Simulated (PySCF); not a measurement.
Isomers of C7H6, one conformer each; single-point electronic energies without zero-point terms and without any empirical dispersion term.

Level: PBE0/pcSseg-1 in PySCF, non-relativistic, each on one gas-phase PBE0-D3(BJ)/def2-SVP geometry that isn't relaxed in the solvent. The solvent is an IEF-PCM continuum (cavity from Bondi-type radii × 1.2). The model holds no explicit solvent molecules, cavitation or dispersion.

```
                                   isomer  relative energy, gas (kJ/mol)  dipole (D)
           fulvenallene (`C=C=C1C=CC=C1`)                            0.0        1.15
5-ethynylcyclopentadiene (`C#CC1C=CC=C1`)                           58.3        0.56
```

**Question.** How do the relative energies look in dichloromethane (ε = 8.93)?

**Answer.** 
```csv
isomer,"relative energy, solvent (kJ/mol)",E(solvent) − E(gas) (kJ/mol),dipole in solvent (D)
fulvenallene (`C=C=C1C=CC=C1`),0.0,-13.6,1.72
5-ethynylcyclopentadiene (`C#CC1C=CC=C1`),55.4,-16.5,0.74
```

The order is unchanged. 5-ethynylcyclopentadiene (`C#CC1C=CC=C1`) gains most from the continuum, while fulvenallene (`C=C=C1C=CC=C1`) has the largest gas-phase dipole. The gains span 2.9 kJ/mol, the gas-phase energies 58.3 kJ/mol.
